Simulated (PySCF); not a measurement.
**A PySCF run on InS**

State: ²Π (doublet), unpaired electrons π ↑.

An equivalent input (the run itself took its basis sets from the Basis Set Exchange, started from a PBE0 density and held the occupation σ 9α 9β, πx 4α 3β, πy 4α 4β, δx 1α 1β, δy 1α 1β):

```python
from pyscf import gto, scf, cc
mol = gto.M(atom='In 0 0 0; S 0 0 2.56', basis={'In': 'def2-SVPD', 'S': 'def2-SVPD'}, ecp={'In': 'def2-SVPD'},
            charge=0, spin=1, verbose=4, symmetry='C2v')
mf = scf.UHF(mol)
mf.irrep_nelec = {'A1': (10, 10), 'A2': (1, 1), 'B1': (4, 3), 'B2': (4, 4)}
mf.conv_tol = 1e-9
mf.max_cycle = 60
mf.diis_space = 10
mf.kernel()
mycc = cc.CCSD(mf, frozen=[[0, 1, 2, 3, 4, 5, 6, 7, 8, 58], [0, 1, 2, 3, 4, 5, 6, 7, 8, 58]])
mycc.run(conv_tol=1e-7, conv_tol_normt=1e-5, max_cycle=80, diis_space=8)
et = mycc.ccsd_t()
```

The SCF ended at -586.65111584 hartree. The coupled-cluster part of the log:

```
******** <class 'pyscf.cc.uccsd.UCCSD'> ********
CC2 = 0
CCSD nocc = (10, 9), nmo = (49, 49)
frozen orbitals [[0, 1, 2, 3, 4, 5, 6, 7, 8, 58], [0, 1, 2, 3, 4, 5, 6, 7, 8, 58]]
max_cycle = 80
direct = 0
conv_tol = 1e-07
conv_tol_normt = 1e-05
diis_space = 8
diis_start_cycle = 0
diis_start_energy_diff = 1e+09
Init t2, MP2 energy = -0.174835091201527
Init E_corr(UCCSD) = -0.174835091206206
cycle = 1  E_corr(UCCSD) = -0.19396566961333  dE = -0.0191305784  norm(t1,t2) = 0.077373
cycle = 2  E_corr(UCCSD) = -0.200283083912672  dE = -0.0063174143  norm(t1,t2) = 0.0287238
cycle = 3  E_corr(UCCSD) = -0.202951930510028  dE = -0.0026688466  norm(t1,t2) = 0.0149569
cycle = 4  E_corr(UCCSD) = -0.203685869465469  dE = -0.000733938955  norm(t1,t2) = 0.00480445
cycle = 5  E_corr(UCCSD) = -0.203578451747088  dE = 0.000107417718  norm(t1,t2) = 0.00216854
cycle = 6  E_corr(UCCSD) = -0.203568320069207  dE = 1.01316779e-05  norm(t1,t2) = 0.000787994
cycle = 7  E_corr(UCCSD) = -0.203583619385509  dE = -1.52993163e-05  norm(t1,t2) = 0.000347283
cycle = 8  E_corr(UCCSD) = -0.203584870054958  dE = -1.25066945e-06  norm(t1,t2) = 0.000115571
cycle = 9  E_corr(UCCSD) = -0.20358379021504  dE = 1.07983992e-06  norm(t1,t2) = 5.15962e-05
cycle = 10  E_corr(UCCSD) = -0.203583979608714  dE = -1.89393674e-07  norm(t1,t2) = 2.22491e-05
cycle = 11  E_corr(UCCSD) = -0.203584203512036  dE = -2.23903322e-07  norm(t1,t2) = 1.03079e-05
cycle = 12  E_corr(UCCSD) = -0.203584132588216  dE = 7.09238195e-08  norm(t1,t2) = 3.74243e-06
UCCSD converged
E(UCCSD) = -586.8546999693973  E_corr = -0.2035841325882164
UCCSD(T) correction = -0.00747136780242969
```

T1 diagnostic 0.013, D1 0.039, 19 electrons correlated, 1 of the virtual orbitals (those above 20 hartree) left out.

Repeating this along the bond gives Re = 2.570 Å and ωe = 285 cm⁻¹.

A point of this curve took 8.7 CPU seconds beside 0.17 for the integrals, on Oxide Virtual Turin-like (shared host).

Correlated steps freeze 9 core orbitals. Spin–orbit coupling is left out. The state was picked by a PBE0 search and need not be the measured ground state.
